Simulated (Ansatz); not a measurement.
`C[SiH2][GaH2]` and `C[SiH2]N` differ in one atom or group.

Ansatz, PBE0-D4/def2-TZVP geometries, multiplicity 1. Each molecule was computed in one conformer, which needn't be the lowest.

Scalar relativity is left out up to krypton.

```csv
property,`C[SiH2][GaH2]`
LUMO energy (PBE0/def2-TZVPP) / eV,-2.00
LUMO energy (ωB97M-V/def2-TZVPP) / eV,-0.29
"ideal-gas entropy at 298 K and 1 bar (rigid rotor, harmonic PBE0-D4/def2-TZVP) / J/(mol·K)",346
zero-point energy (PBE0-D4/def2-TZVP) / kJ/mol,174.2
HOMO energy (PBE0/def2-TZVPP) / eV,-7.31
HOMO–LUMO gap (PBE0/def2-TZVPP) / eV,5.31
```

Q: What does the change do to each property? (Best estimate.)

A: Computed: 
```json
{"property": "LUMO energy (PBE0/def2-TZVPP) / eV", "`C[SiH2]N`": "0.69", "shift": "2.69"}
{"property": "LUMO energy (ωB97M-V/def2-TZVPP) / eV", "`C[SiH2]N`": "2.14", "shift": "2.43"}
{"property": "ideal-gas entropy at 298 K and 1 bar (rigid rotor, harmonic PBE0-D4/def2-TZVP) / J/(mol·K)", "`C[SiH2]N`": "304", "shift": "-42"}
{"property": "zero-point energy (PBE0-D4/def2-TZVP) / kJ/mol", "`C[SiH2]N`": "207.8", "shift": "33.6"}
{"property": "HOMO energy (PBE0/def2-TZVPP) / eV", "`C[SiH2]N`": "-7.19", "shift": "0.12"}
{"property": "HOMO–LUMO gap (PBE0/def2-TZVPP) / eV", "`C[SiH2]N`": "7.88", "shift": "2.57"}
```

With PBE0 the HOMO rises by 0.12 eV and the LUMO rises by 2.69 eV, so the gap widens by about 2.57 eV. PBE moves the HOMO by 0.47 eV and ωB97M-V by -0.21 eV. Modes under 60 cm⁻¹, often nearly free rotors, make the harmonic entropy too high.
